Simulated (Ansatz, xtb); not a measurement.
Relative energy of two isomers of C4H4O2S

Structure X is `O=C=CSCC=O`, a singlet and structure Y is `O=CCSC#CO`, a singlet. Both are isolated molecules in the gas phase, relaxed with PBE-D3(BJ)/def2-SVP, each in the lowest conformer that the search found.

X (Å):

```yaml
atoms:
  - { symbol: C, position_ang: [-1.7735, 0.1218, -1.5738] }
  - { symbol: C, position_ang: [-1.6523, 0.5118, -0.3029] }
  - { symbol: C, position_ang: [0.1612, -1.0909, 1.1537] }
  - { symbol: C, position_ang: [-0.7940, -1.0674, 2.3214] }
  - { symbol: O, position_ang: [-1.8368, -0.2069, -2.6967] }
  - { symbol: O, position_ang: [-1.8793, -1.6145, 2.3209] }
  - { symbol: S, position_ang: [0.0021, 0.5603, 0.3146] }
  - { symbol: H, position_ang: [-2.5375, 0.7766, 0.2965] }
  - { symbol: H, position_ang: [1.2212, -1.1328, 1.4804] }
  - { symbol: H, position_ang: [-0.0726, -1.9081, 0.4445] }
  - { symbol: H, position_ang: [-0.4528, -0.4175, 3.1842] }
```

Y (Å):

```xyz
11

C    -2.3362   -1.7092   -1.5903
C    -2.9738   -0.7993   -0.5670
C    -1.2877    1.2554   -1.2829
C    -0.9870    1.9146   -2.2779
O    -2.5392   -1.6360   -2.7851
O    -0.7448    2.6967   -3.2944
S    -1.6515    0.3375    0.0777
H    -1.5846   -2.4348   -1.1526
H    -3.8037   -0.2112   -1.0032
H    -3.3058   -1.3607    0.3310
H    -0.0456    2.3035   -3.8577
```

Estimate E(Y) − E(X) at the level CCSD(T)/def2-SVP + ΔMP2/def2-TZVPP.

Calculated at CCSD(T)/def2-SVP + ΔMP2/def2-TZVPP: E(Y) − E(X) = +31.5 kcal/mol, so structure X lies lower.

How the difference moves with the method:

```csv
level,geometry,E(Y) − E(X) (kcal/mol),departure from the last row (kcal/mol),"job, with rough time for the two"
PBE-D3(BJ)/def2-SVP,PBE-D3(BJ)/def2-SVP,+35.5,+3.9,"optimisation, 47 s"
HF/def2-SVP,PBE-D3(BJ)/def2-SVP,+32.5,+1.0,part of the CCSD(T) run
MP2/def2-SVP,PBE-D3(BJ)/def2-SVP,+33.6,+2.0,part of the CCSD(T) run
CCSD(T)/def2-SVP,PBE-D3(BJ)/def2-SVP,+33.7,+2.2,single point
CCSD(T)/def2-SVP + ΔMP2/def2-TZVPP,PBE-D3(BJ)/def2-SVP,+31.5,,"single point, 70 s"
```

As drawn, Y has 1 C≡C, 1 C–O, 1 O–H in place of 1 C=O, 1 C=C, 1 C–H.

None of the levels shown reverses the order. The largest departure from CCSD(T)/def2-SVP + ΔMP2/def2-TZVPP is that of PBE-D3(BJ)/def2-SVP, 3.9 kcal/mol. Levels run at GFN2-xTB geometries aren't shown. The last row adds to CCSD(T) the change of the MP2 difference between the two basis sets, here −2.2 kcal/mol.

With thermal terms from frequencies at re-optimised GFN2-xTB minima (ideal gas, soft modes damped towards free rotors, one conformer each, 298.15 K, 1 atm): the zero-point term adds −0.4 kcal/mol; ΔH is +31.5 and ΔG +30.9 kcal/mol.

The correlated steps freeze 11 core orbitals. Run with Ansatz 0.2.0, xtb 6.7.1; the last row on 2 threads of Arm Neoverse V1 on a shared host.
